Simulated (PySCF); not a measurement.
Species: C8H12.
Atom-mapped SMILES: `[CH:1]1=[CH:2]\[CH2:3][CH2:4]/[CH:5]=[CH:6]\[CH2:7][CH2:8]/1` (hydrogens: H9 on C1; H10 on C2; H11, H12 on C3; H13, H14 on C4; H15 on C5; H16 on C6; H17, H18 on C7; H19, H20 on C8)

Computed by this run: PySCF, PBE0-D3(BJ)/def2-SVP geometry optimisation, gas phase; density fitting, grid level 2; the optimiser is geomeTRIC in internal coordinates, started from a GFN2-xTB structure.

Step 0: E = -8474.6891 eV
```
atom  x, y, z in Å  |  force x, y, z in eV/Å
C1      0.7595    1.4579   -0.8349    0.613  -0.141   0.222
C2     -0.5374    1.6436   -0.6406   -0.541   0.019   0.393
C3     -1.3679    0.9540    0.4003    0.069  -0.135  -0.466
C4     -1.6326   -0.5275    0.0380    0.237   0.096   0.422
C5     -0.7640   -1.4572    0.8314   -0.606   0.141  -0.230
C6      0.5345   -1.6395    0.6455    0.543  -0.031  -0.403
C7      1.3692   -0.9556   -0.3962   -0.072   0.154   0.467
C8      1.6325    0.5289   -0.0449   -0.239  -0.097  -0.417
H9      1.2487    1.9902   -1.6406    0.129   0.275  -0.404
H10    -1.0727    2.3222   -1.2920   -0.154   0.318  -0.368
H11    -2.3193    1.4784    0.4993   -0.248   0.182   0.104
H12    -0.8630    0.9928    1.3690    0.055   0.056   0.334
H13    -2.6790   -0.7670    0.2311   -0.310  -0.103  -0.018
H14    -1.4508   -0.6652   -1.0308   -0.055  -0.054  -0.339
H15    -1.2570   -1.9887    1.6349   -0.133  -0.277   0.414
H16     1.0669   -2.3147    1.3027    0.159  -0.321   0.369
H17     2.3220   -1.4793   -0.4861    0.245  -0.183  -0.098
H18     0.8698   -1.0040   -1.3673   -0.056  -0.050  -0.334
H19     1.4580    0.6732    1.0244    0.060   0.047   0.338
H20     2.6777    0.7681   -0.2461    0.304   0.102   0.016
```

**Question.** Estimate the geometry and energy of step 1. (The exact step hangs on the optimiser's Hessian estimate; all steps are aligned on step 0, rigid shifts and turns removed.)

**Answer.** E = -8474.7579 eV, largest force 0.100 eV/Å
```
atom  x, y, z in Å  |  force x, y, z in eV/Å
C1      0.7705    1.4778   -0.8298   -0.010   0.044  -0.066
C2     -0.5402    1.6646   -0.6364    0.001   0.044  -0.070
C3     -1.3905    0.9639    0.3836   -0.033   0.008   0.093
C4     -1.6503   -0.5306    0.0609   -0.059   0.006  -0.080
C5     -0.7727   -1.4768    0.8284    0.007  -0.046   0.070
C6      0.5384   -1.6629    0.6378   -0.001  -0.039   0.068
C7      1.3903   -0.9635   -0.3820    0.035  -0.012  -0.093
C8      1.6499    0.5319   -0.0638    0.060  -0.003   0.080
H9      1.2467    2.0387   -1.6438   -0.019  -0.015   0.039
H10    -1.0553    2.3668   -1.3041    0.026  -0.022   0.032
H11    -2.3532    1.4923    0.4663    0.028  -0.022  -0.006
H12    -0.9164    1.0281    1.3801   -0.039   0.015  -0.033
H13    -2.7037   -0.7722    0.2732    0.034   0.013  -0.003
H14    -1.5116   -0.6823   -1.0252   -0.031  -0.005   0.043
H15    -1.2505   -2.0371    1.6421    0.020   0.015  -0.040
H16     1.0526   -2.3639    1.3075   -0.024   0.020  -0.034
H17     2.3537   -1.4915   -0.4604   -0.028   0.022   0.004
H18     0.9191   -1.0317   -1.3796    0.038  -0.012   0.034
H19     1.5155    0.6862    1.0225    0.029   0.003  -0.043
H20     2.7025    0.7729   -0.2805   -0.034  -0.013   0.004
```

The energy changes by -0.0688 eV. The first-order estimate −F·Δx gives -0.1374 eV and the mean of the old and new forces, exact on a quadratic surface, -0.0687 eV. The step makes an angle of 71° with the force vector and moves no atom by more than 0.065 Å.

What follows is the cost of the whole optimisation. On Arm Neoverse V1, one thread, no GPU (shared host), this took 98 s of wall time and 0.78 GiB of memory at its peak.
